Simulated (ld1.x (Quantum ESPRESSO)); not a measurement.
## Configuration tests for nickel (TM)

ld1.x (Quantum ESPRESSO) 7.5 input, shortened:

```
&input
   title='Ni', zed=28., rel=1, dft='PBE', iswitch=3,
   config='[Ar] 3d8.5 4s1.5 4p0'
 /
 &inputp
   pseudotype=2, tm=.true., lloc=0,
   nlcc=.false.
 /
3
4P  2  1   0.00   0.00  3.64  3.64  0.0
3D  3  2   8.50   0.00  1.30  1.30  0.0
4S  1  0   1.50   0.00  2.35  2.35  0.0
 &test
   configts(1)='3d8.5 4s1.5 4p0'
 /
```

Energies are relative to the spin-unpolarised reference configuration 3d8.5 4s1.5 4p0; without spin polarisation the order of configurations can differ from experiment.

```json
{"valence configuration": "3d8 4s1 4p0", "charge": "+1", "ΔE all-electron (eV)": "10.505", "error AE − PS (meV)": "-39"}
{"valence configuration": "3d8 4s0 4p0", "charge": "+2", "ΔE all-electron (eV)": "27.856", "error AE − PS (meV)": "+24"}
{"valence configuration": "3d9 4s1 4p0", "charge": "0", "ΔE all-electron (eV)": "-0.413", "error AE − PS (meV)": "-49"}
{"valence configuration": "3d7 4s0 4p0", "charge": "+3", "ΔE all-electron (eV)": "65.323", "error AE − PS (meV)": "-609"}
{"valence configuration": "3d8 4s0 4p2", "charge": "0", "ΔE all-electron (eV)": "10.685", "error AE − PS (meV)": "-31"}
```

Q: What are ΔE and the potential's error for 3d8 4s1.5 4p0?

A: ΔE = 4.900 eV all-electron; the error (AE − PS) is -54 meV.

Q: What are ΔE and the potential's error for 3d8 4s2 4p0?

A: ΔE = 1.183 eV all-electron; the error (AE − PS) is -66 meV.

Levels in the configuration 3d7 4s0 4p0:

```
level  all-electron (eV)  pseudo (eV)
   3d            -47.063      -48.234
```
